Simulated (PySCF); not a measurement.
A structure optimised at PBE-D3(BJ)/def2-SVP, used in a PySCF frequency run:

```
C
C 1 1.3466
H 2 1.1003 1 120.41
H 1 1.1003 2 120.41 3 0.00
Cl 2 1.7240 3 115.03 1 180.00
Cl 1 1.7240 4 115.03 2 180.00
```

**Question.** Write its SMILES, formula and point group.

**Answer.** Cl/C=C\Cl, C₂H₂Cl₂, C2v

**Question.** What are its rotational constants (standard atomic weights)?

**Answer.** 11.452, 2.4378, 2.0100 GHz
